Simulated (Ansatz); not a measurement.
Conformers of F2H2HfSe2, SMILES `[F][Hf]([F])([SeH])[SeH]`, each relaxed with PBE0-D4/def2-TZVP in Ansatz. CBS adds the triple-zeta coupled-cluster correction to the MP2 limit.

Elements past krypton have def2 core potentials. Outer-core shells of Hf, Se are correlated without core-valence functions. Scalar relativity is left out up to krypton. Spin–orbit coupling is left out.

Not all of them had a frequency check.

Conformer A:

```xyz
7

F     2.079    0.021    0.297
Hf    0.259    0.146   -0.195
F     0.027    1.058   -1.834
Se   -0.949    1.346    1.731
Se   -0.796   -2.180   -0.484
H     0.365    1.451    2.392
H    -0.984   -1.842   -1.906
```

Conformer B:

Cartesian coordinates in Å:
```
F -1.516 -1.587 -0.936
Hf -0.167 -0.466 -0.235
F 1.444 -0.660 -1.206
Se 0.118 -1.045 2.245
Se -0.870 2.007 -0.332
H 1.392 -0.305 2.194
H -0.400 2.056 -1.729
```

Question: Which is lowest in electronic energy at CCSD(T)/CBS (frozen core, def2 sets), and by how much? (An estimate is asked.)

Answer: Ansatz gave: B; A lies 1.0 kJ/mol higher. Gaps under about 2 kJ/mol don't settle the order.

Question: Give the energies relative to B (kJ/mol) with PBE-D4/def2-TZVPP, r2SCAN-D4/def2-TZVPP, ωB97X-V/def2-TZVPP, B3LYP/def2-TZVPP, HF/def2-TZVPP, MP2/def2-TZVPP, HF/def2-QZVPP. (An estimate is asked.)

Answer: Ansatz gave: 
```tsv
level	A
PBE-D4/def2-TZVPP	1.1
r2SCAN-D4/def2-TZVPP	1.0
ωB97X-V/def2-TZVPP	1.0
B3LYP/def2-TZVPP	1.1
HF/def2-TZVPP	1.2
MP2/def2-TZVPP	1.0
HF/def2-QZVPP	1.3
```

B3LYP here is the variant with VWN-RPA as its local correlation; programs differ in this.
